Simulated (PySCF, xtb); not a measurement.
C3H7BO2, SMILES CB1OCCO1.

The structure is a stationary point at PBE0-D3(BJ)/def2-SVP. Other conformers were not sampled.

Method: IEF-PCM-ωB97X/def2-SVP (PySCF 2.14.0).

The values are the electrostatic part of the solvation free energy, E(continuum) − E(gas) at the gas-phase geometry, in a cavity of scaled van der Waals radii (PySCF's table); cavitation and dispersion terms are not included. In vacuum the orbital gap is 14.05 eV. The dipole moment in vacuum is 1.78 D.

Computed values in water (ε = 78.36), chloroform (ε = 4.71), acetone (ε = 20.49):
```json
[
 {"solvent": "water", "ε": "78.36", "ΔG(elec) (kcal/mol)": "-4.2", "dipole (D)": "2.24", "gap (eV)": "14.08"},
 {"solvent": "chloroform", "ε": "4.71", "ΔG(elec) (kcal/mol)": "-3.0", "dipole (D)": "2.11", "gap (eV)": "14.09"},
 {"solvent": "acetone", "ε": "20.49", "ΔG(elec) (kcal/mol)": "-3.9", "dipole (D)": "2.22", "gap (eV)": "14.08"}
]
```

For comparison, GFN2-xTB/ALPB(water) (xtb, at the GFN2-xTB geometry, all terms of that model) gives -1.3 kcal/mol.
